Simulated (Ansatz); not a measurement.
Gas-phase electronic energies from Ansatz, PBE0-D4/def2-TZVP geometries. CCSD(T)/CBS is the MP2 limit (def2-TZVPP, def2-QZVPP) plus CCSD(T) − MP2 in def2-TZVPP, frozen cores. This one scheme is used for every species. Each species was taken in one conformer, which may not be the lowest.

Reaction (cleavage of the Si–Si bond): `C[SiH]([SiH3])[SiH3]` + CH₃OH → `CO[SiH](C)[SiH3]` + SiH₄

```csv
level,ΔE (eV)
HF/def2-QZVPP,-1.12
SCS-MP2/def2-QZVPP,-0.98
```

(1) What does CCSD(T)/CBS give? (Best estimate.)

Largest T1 diagnostic among the species: 0.012.

Results:

(1) Computed: -0.86 eV. The listed levels differ from it by -0.26, -0.12 eV.

In def2-TZVPP, CCSD(T) changes the Hartree–Fock value by +0.23 eV (the triples alone add +0.03 eV) and MP2 by +0.17 eV. From PBE to PBE0 (25 % exact exchange), in def2-TZVPP and without D4, ΔE moves by −0.05 eV.
